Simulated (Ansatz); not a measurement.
Stepwise reaction of disiloxane with hydrogen fluoride, as a gas-phase model of exchange steps in deposition or etching. ΔE in kJ/mol.

Isolated molecules relaxed with PBE0-D4/def2-TZVP in Ansatz; ΔE leaves out vibrations. CCSD(T)/CBS is the MP2 limit (def2-TZVPP, def2-QZVPP) plus CCSD(T) − MP2 in def2-TZVPP, frozen cores. This one scheme is used for every species. DFT in def2-TZVPP. B3LYP here is the variant with VWN-RPA as its local correlation; programs differ in this. One conformer a species, not always the lowest.

```csv
step,reaction,PBE-D4,B3LYP-D4,ωB97M-V,CCSD(T)/CBS
2,`F[SiH2]O[SiH3]` + H–F → `F[SiH2]O[SiH2]F` + H₂,-126.9,-135.8,-136.0,-133.2
3,`F[SiH2]O[SiH2]F` + H–F → `F[SiH2]O[SiH](F)F` + H₂,-135.6,-143.9,-144.5,-141.8
```

**Question.** Give the row of step 1, `[SiH3]O[SiH3]` + H–F → `F[SiH2]O[SiH3]` + H₂. (An estimate is asked.)

**Answer.** Ansatz gave: 
```csv
step,reaction,PBE-D4,B3LYP-D4,ωB97M-V,CCSD(T)/CBS
1,`[SiH3]O[SiH3]` + H–F → `F[SiH2]O[SiH3]` + H₂,-128.5,-136.9,-137.6,-134.9
```

**Question.** By hand: ΔE of the 3 steps together at CCSD(T)/CBS.

**Answer.** (-134.9) + (-133.2) + (-141.8) = -409.9 kJ/mol, or -136.6 kJ/mol a step.

In ΔE step 3 is the lowest and step 2 the highest. All are downhill at CCSD(T)/CBS. PBE-D4 differs from CCSD(T)/CBS by 6.2 to 6.4 kJ/mol a step. Isolated molecules leave out the surface, adducts and barriers. Largest T1 diagnostic: 0.012.
